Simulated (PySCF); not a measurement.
C5H7F.

```xyz
13

F      1.9575    -0.7541     0.2770
C      0.6986    -0.3385     0.1187
C     -0.3848    -1.1132     0.0825
C     -1.6219    -0.2530    -0.0432
C     -1.0540     1.1331    -0.4431
C      0.4171     1.1349     0.0224
H     -0.3805    -2.2000     0.1851
H     -2.1617    -0.2090     0.9207
H     -2.3396    -0.6353    -0.7872
H     -1.6357     1.9694    -0.0282
H     -1.0810     1.2278    -1.5402
H      1.0993     1.6442    -0.6768
H      0.5519     1.6097     1.0110
```

The structure is a stationary point at ωB97X-D3(BJ)/def2-SVP. One conformer was computed; it need not be the lowest.

All values below come from PySCF with KT2/pcSseg-1. Non-relativistic, no solvent.

Computed absolute GIAO shielding of each atom: isotropic value and principal components (ppm):
```json
[
 {"atom": "F1", "σ(iso)": "275.7", "σ11": "156.4", "σ22": "264.0", "σ33": "406.7", "span": "250.4"},
 {"atom": "C2", "σ(iso)": "18.6", "σ11": "-62.8", "σ22": "44.9", "σ33": "73.7", "span": "136.5"},
 {"atom": "C3", "σ(iso)": "84.2", "σ11": "3.5", "σ22": "102.9", "σ33": "146.3", "span": "142.9"},
 {"atom": "C4", "σ(iso)": "151.3", "σ11": "134.6", "σ22": "151.9", "σ33": "167.5", "span": "32.9"},
 {"atom": "C5", "σ(iso)": "157.8", "σ11": "136.2", "σ22": "167.4", "σ33": "169.7", "span": "33.5"},
 {"atom": "C6", "σ(iso)": "150.4", "σ11": "130.7", "σ22": "153.3", "σ33": "167.0", "span": "36.3"},
 {"atom": "H7", "σ(iso)": "26.2", "σ11": "24.4", "σ22": "25.0", "σ33": "29.3", "span": "4.9"},
 {"atom": "H8", "σ(iso)": "28.7", "σ11": "24.9", "σ22": "26.6", "σ33": "34.6", "span": "9.6"},
 {"atom": "H9", "σ(iso)": "28.9", "σ11": "25.1", "σ22": "26.6", "σ33": "35.0", "span": "9.9"},
 {"atom": "H10", "σ(iso)": "29.3", "σ11": "25.4", "σ22": "27.2", "σ33": "35.3", "span": "9.9"},
 {"atom": "H11", "σ(iso)": "29.3", "σ11": "24.4", "σ22": "27.9", "σ33": "35.5", "span": "11.1"},
 {"atom": "H12", "σ(iso)": "29.0", "σ11": "25.5", "σ22": "27.0", "σ33": "34.5", "span": "9.0"},
 {"atom": "H13", "σ(iso)": "28.7", "σ11": "25.2", "σ22": "26.8", "σ33": "34.0", "span": "8.8"}
]
```
